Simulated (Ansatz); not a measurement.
Frontier orbitals of BH7SSi2.

```xyz
11

B     0.339   -1.005    0.279
Si   -1.069    0.461    0.693
S    -0.375    2.287   -0.189
Si    0.755    0.625   -0.935
H    -0.685   -1.619    0.504
H     1.137   -1.005    1.172
H    -1.056    0.490    2.170
H    -2.408    0.108    0.167
H     0.415    0.363   -2.353
H     0.736   -1.489   -0.763
H     2.212    0.785   -0.746
```

The species carries charge 0 and has multiplicity 1. The bonds changed during the relaxation, so this is another structure than the one it started from. The structure was optimised at the PBE0-D4/def2-TZVP level. It is one conformer, not always the lowest. Basis def2-TZVPP, the Gaussian-basis code of Ansatz.

Orbital energies of one run (eV). Highest occupied ones, from the top: -7.11, -7.75, -8.49, -8.98, -9.75, -10.33, -10.66, -10.95, -12.67, -14.38, -16.41, -20.21, -99.44, -99.44. Empty: -1.11, -0.63, -0.44, 0.42, 0.79, 1.51.

Which functional gave them?
A. LDA (SPW92)
B. r2SCANh
C. r2SCAN0
D. revPBE

B. HOMO energies: r2SCANh -7.11, r2SCAN0 -7.75, revPBE -6.37, LDA (SPW92) -6.46 eV.
